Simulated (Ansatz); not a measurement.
F2GeH4SSi, SMILES `F[Si](F)(S)[GeH3]`, relaxed with RKS PBE0-D4/def2-TZVP in Ansatz from a PBE-D4/def2-SVP geometry. The force threshold is 0.005 eV/Å; the program also tests the step.

Total charge 0; spin multiplicity 1.

Start:

```xyz
9

F     0.889   -0.264   -2.194
Si    0.797   -0.352   -0.567
F     1.188   -1.885   -0.155
S     2.260    1.039    0.149
Ge   -1.414    0.091    0.191
H     1.950    0.770    1.450
H    -1.839    1.505   -0.274
H    -1.410    0.055    1.741
H    -2.420   -0.960   -0.340
```

| step | energy (eV) | largest force (eV/Å) | largest move (Å) |
| --- | --- | --- | --- |
| 1 | -80718.5332 | 1.271 | 0.000 |
| 2 | -80718.5858 | 0.896 | 0.038 |
| 3 | -80718.6044 | 0.332 | 0.052 |
| 4 | -80718.6114 | 0.081 | 0.026 |
| 5 | -80718.6118 | 0.035 | 0.004 |
| 6 (rejected) | -80718.6118 | 0.067 | 0.023 |
| 7 | -80718.6120 | 0.011 | 0.011 |
| 8 | -80718.6121 | 0.029 | 0.021 |
| 9 | -80718.6121 | 0.020 | 0.013 |
| 10 | -80718.6121 | 0.009 | 0.014 |
| 11 | -80718.6121 | 0.005 | 0.002 |

End:

```xyz
9

F     0.886   -0.221   -2.147
Si    0.792   -0.339   -0.565
F     1.168   -1.840   -0.191
S     2.262    1.000    0.163
Ge   -1.415    0.095    0.191
H     1.964    0.718    1.444
H    -1.868    1.466   -0.327
H    -1.407    0.115    1.728
H    -2.383   -0.992   -0.296
```

Run time 58 s (4 threads of a server CPU on a shared host); peak host memory 0.68 GiB.
